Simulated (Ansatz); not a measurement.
Reaction: GeH4 (germane, SMILES [GeH4]) → GeH3 (SMILES [GeH3], doublet) + H (doublet) (the Ge-H bond breaks)
Each species at its own B3LYP-D3(BJ)/def2-TZVP minimum (Ansatz, an electronic-structure program).

Quantity: bond dissociation energy (electronic), in kJ/mol. UHF or UKS for unpaired electrons; spin-orbit terms are left out. Correlated methods leave the cores frozen (noble-gas shells, and filled d and f shells in the p block). No relativity. CBS(X,Y): correlation extrapolated as X^-3, Hartree-Fock from the larger set (Q,5: extrapolated as (X+1)exp(-9√X)). A bracket is a step between two methods taken in the basis named. Double hybrids freeze cores in their MP2 part. For partners of very few electrons the exact lower level stands in for a higher one.

CCSD(T)/CBS(cc-pVQZ,cc-pV5Z) + [CCSDT(Q) - CCSD(T)]/cc-pVQZ + [CCSDTQ - CCSDT(Q)]/cc-pVDZ (Ansatz) gives 373.0 kJ/mol.

### Question
What does PBE/def2-TZVPD (Ansatz) give here, and how do the other levels compare?

### Answer
PBE gives 359.3 kJ/mol, 13.7 kJ/mol below it. Differences of the others: r2SCAN/def2-TZVPD (Ansatz) -9.8; B3LYP/def2-TZVPD (Ansatz) -2.6; PBE0/def2-TZVPD (Ansatz) -11.7; wB97M-V/def2-TZVPD (Ansatz) -0.3; B2PLYP/def2-TZVPD (Ansatz) -6.0; CCSD(T)/CBS(cc-pVQZ,cc-pV5Z) (Ansatz) 0.0 kJ/mol.
